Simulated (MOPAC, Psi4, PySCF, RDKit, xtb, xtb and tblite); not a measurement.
Two geometries of C₈H₁₈, SMILES CC(C)CCC(C)C, singlet, relaxed at GFN2-xTB with one dihedral held; other torsions can differ between them too.

Structure A

```
26

C      2.5135     1.3207    -0.2436
C      2.1340    -0.0168     0.3871
C      2.7712    -0.1331     1.7708
C      0.6111    -0.1740     0.4893
C     -0.0558    -0.5093    -0.8491
C     -0.1608    -2.0167    -1.1154
C     -1.2793    -2.6501    -0.2917
C     -0.4057    -2.2750    -2.6012
H      3.5932     1.3965    -0.3540
H      2.0640     1.4358    -1.2268
H      2.1750     2.1425     0.3845
H      2.5259    -0.8241    -0.2421
H      2.3749     0.6330     2.4344
H      2.5661    -1.1070     2.2102
H      3.8499    -0.0069     1.7082
H      0.1965     0.7574     0.8821
H      0.3826    -0.9586     1.2118
H      0.5079    -0.0439    -1.6587
H     -1.0631    -0.0866    -0.8726
H      0.7889    -2.4866    -0.8356
H     -1.1351    -2.4748     0.7715
H     -2.2418    -2.2312    -0.5790
H     -1.3110    -3.7250    -0.4563
H     -0.4954    -3.3416    -2.7955
H     -1.3258    -1.7901    -2.9219
H      0.4141    -1.8861    -3.2014
```

Structure B

```
26

C     -2.5332     1.4985    -0.1398
C     -2.2161     0.1110     0.4195
C     -2.7713     0.0031     1.8400
C     -0.7015    -0.1456     0.4321
C     -0.0273    -0.6803    -0.8565
C     -0.9004    -0.9324    -2.0950
C     -1.5473    -2.3170    -2.0381
C     -0.0472    -0.8286    -3.3595
H     -3.6085     1.6383    -0.2324
H     -2.0828     1.6452    -1.1179
H     -2.1461     2.2667     0.5273
H     -2.7179    -0.6405    -0.1927
H     -2.2654     0.7046     2.5006
H     -2.6330    -1.0011     2.2353
H     -3.8352     0.2303     1.8504
H     -0.2107     0.7832     0.7280
H     -0.5035    -0.8676     1.2284
H      0.7421     0.0399    -1.1460
H      0.4926    -1.6109    -0.6229
H     -1.6856    -0.1769    -2.1593
H     -2.0951    -2.4621    -1.1107
H     -0.7822    -3.0887    -2.1009
H     -2.2369    -2.4528    -2.8690
H     -0.6442    -1.0553    -4.2404
H      0.7818    -1.5326    -3.3179
H      0.3596     0.1741    -3.4719
```

### Question
Which is lower in energy at the level B3LYP-D3(BJ)/def2-SVP // GFN2-xTB run with Psi4 1.11, and by how much?

### Answer
A is lower, by 24.43 kJ/mol (dihedral C2–C4–C5–C6: 90° in A, 0° in B).

E(B) − E(A) in kJ/mol at the other levels, on the same two geometries: GFN2-xTB (xtb and tblite) 23.39; MMFF94 // GFN2-xTB (RDKit) 28.44; B3LYP/def2-SVP // GFN2-xTB (Psi4) 26.88; PBE/def2-SVP // GFN2-xTB (Psi4) 25.83; PBE-D3(BJ)/def2-SVP // GFN2-xTB (Psi4) 24.23; UFF // GFN2-xTB (RDKit) 43.06; PM6, restricted, heats of formation // GFN2-xTB (MOPAC) 16.89; AM1, restricted, heats of formation // GFN2-xTB (MOPAC) 21.57; GFN1-xTB // GFN2-xTB (xtb) 18.70; restricted B3LYP/6-31G*, spherical d, density fitting // GFN2-xTB (PySCF) 26.77; restricted Hartree-Fock/LANL2DZ, density fitting // GFN2-xTB (PySCF) 29.33; restricted BP86/6-31G*, spherical d, density fitting // GFN2-xTB (PySCF) 25.93; restricted MP2 (frozen core)/3-21G // GFN2-xTB (PySCF) 27.73.
